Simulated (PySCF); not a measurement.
Molecule: SMILES [SiH3][GeH2][CH2]Cl, CH₇ClGeSi.

Geometry:
```json
{"atom": "Si1", "x (Å)": "-0.153", "y (Å)": "0.171", "z (Å)": "-0.732"}
{"atom": "Ge2", "x (Å)": "1.802", "y (Å)": "0.049", "z (Å)": "0.623"}
{"atom": "C3", "x (Å)": "3.234", "y (Å)": "1.035", "z (Å)": "-0.310"}
{"atom": "Cl4", "x (Å)": "3.299", "y (Å)": "0.527", "z (Å)": "-2.024"}
{"atom": "H5", "x (Å)": "-0.380", "y (Å)": "1.591", "z (Å)": "-1.140"}
{"atom": "H6", "x (Å)": "-0.001", "y (Å)": "-0.679", "z (Å)": "-1.948"}
{"atom": "H7", "x (Å)": "-1.341", "y (Å)": "-0.300", "z (Å)": "0.044"}
{"atom": "H8", "x (Å)": "2.267", "y (Å)": "-1.404", "z (Å)": "0.829"}
{"atom": "H9", "x (Å)": "1.591", "y (Å)": "0.700", "z (Å)": "2.008"}
{"atom": "H10", "x (Å)": "4.219", "y (Å)": "0.842", "z (Å)": "0.138"}
{"atom": "H11", "x (Å)": "3.045", "y (Å)": "2.117", "z (Å)": "-0.286"}
```

Geometry PBE0-D3(BJ)/def2-SVP throughout; GIAO in PySCF 2.14.0 with density-fitted response routines, gas phase, one conformer, non-relativistic; equivalent atoms averaged; basis pcSseg-2.

Q: How do the absolute shieldings σ depend on the functional? (ppm; last column core-seconds on shared hosts with different chips, so compare them loosely)

A: 
```
functional                    kind    Si1     Ge2     C3    Cl4  H8/H9  H5/H6/H7  H10/H11  core-s
        HF            Hartree–Fock  474.6  1674.0  165.1  958.1  27.90     28.11    28.78      18
       LDA                     LDA  421.4  1463.3  143.8  848.1  26.23     26.83    27.33      27
       PBE                     GGA  432.9  1492.5  143.5  853.2  26.89     27.37    27.82      33
      BLYP                     GGA  416.5  1458.3  137.2  838.4  27.15     27.62    27.99      33
      BP86                     GGA  429.2  1481.1  142.8  852.1  26.92     27.42    27.88      33
      OPBE                     GGA  457.2  1528.3  149.6  875.6  26.98     27.45    27.89      33
       KT2                     GGA  458.9  1547.1  147.4  866.6  26.91     27.43    27.76      33
       KT3                     GGA  458.7  1541.8  145.8  868.2  27.28     27.72    27.99      33
     B97-D                     GGA  437.2  1480.4  141.4  855.0  27.15     27.68    28.01      34
     B3LYP           global hybrid  428.2  1504.6  144.1  867.9  27.27     27.68    28.14      29
      PBE0           global hybrid  446.2  1547.7  151.4  887.6  27.09     27.50    28.05      28
  mPW1PW91           global hybrid  443.2  1539.7  150.3  885.7  27.15     27.57    28.10      28
      WP04           global hybrid  413.1  1466.7  132.6  849.7  27.93     28.31    28.49      36
     B97-2           global hybrid  447.9  1535.7  149.5  885.3  27.25     27.67    28.15      36
 BHandHLYP           global hybrid  444.8  1570.4  152.7  905.0  27.48     27.82    28.35      35
 CAM-B3LYP  range-separated hybrid  434.0  1524.1  150.6  885.8  27.26     27.64    28.21      52
   wB97X-D  range-separated hybrid  445.0  1537.5  152.8  892.9  27.28     27.64    28.29      50
   LC-wPBE  range-separated hybrid  450.4  1557.0  160.2  909.5  27.30     27.65    28.39      62
```

Q: Which nucleus moves most, in ppm?

A: Ge2 (germanium bonded to C, Si, 2 H): from 1458.3 ppm with BLYP to 1674.0 ppm with HF. The smallest spread is 1.45 ppm, at H10/H11. Proton shifts span only some 12 ppm, so a few tenths of a ppm matter as much there as several ppm in carbon.

Relativistic effects, spin–orbit coupling among them, are left out; they matter for Ge and for the light atoms bonded to it.
